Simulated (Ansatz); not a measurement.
A nudged elastic band was laid between two geometries of H2 + H5W (8 atoms, charge 0, multiplicity 2).

Computed with UKS r2SCAN/def2-SVP in Ansatz 0.2.0.

```
movable images  : 5
climbing image  : yes
spring          : 5.0 eV/Å²
optimiser       : quadratic models (default)
start path      : through a guess of the saddle point
force threshold : 0.03 eV/Å
iteration limit : 60
end points      : relaxed
```

First end point:

```xyz
8
Properties=species:S:1:pos:R:3
W 0.000 0.000 -0.581
H 0.000 0.000 2.188
H 1.479 -0.002 0.234
H -0.002 1.479 0.234
H -1.479 0.002 0.234
H 0.002 -1.479 0.234
H 0.000 0.000 -2.310
H 0.000 0.000 2.948
```

Last end point:

```xyz
8
Properties=species:S:1:pos:R:3
W -0.099 -0.118 -0.207
H -0.434 0.176 1.738
H 1.402 0.229 0.456
H 0.219 1.398 0.435
H -1.538 0.503 0.453
H 0.492 -1.541 0.516
H -0.168 -0.227 -1.963
H 0.127 -0.420 1.753
```

Problem. Which bonds break or form, and what moves?

Solution. Bonds formed: W1–H2, W1–H8. H2 + H5W becomes H7W.

Problem. What energy profile does the band end with?

Solution. The forces met the threshold. The highest image is number 0 of 0 to 6, 0.000 eV above the first end and 0.542 eV above the last; the last end lies 0.542 eV below the first. The highest image is an end point: on this band no image between the ends rises above it.

```csv
image,path coordinate (Å),energy (eV),W1–H2 (Å),W1–H8 (Å)
0,0.00,0.000,2.77,3.53
1,0.01,0.000,2.77,3.53
2,0.48,-0.077,2.75,3.49
3,0.95,-0.176,2.69,3.20
4,1.41,-0.272,2.50,2.75
5,1.88,-0.434,2.23,2.30
6,2.35,-0.542,1.99,2.00
```

The band took 32 iterations and of the order of 6 core-minutes.

Time of the run: 2.9 min on 2 threads of AMD EPYC 9B45 (Zen 5), with other jobs on the host, peak memory 0.23 GiB.
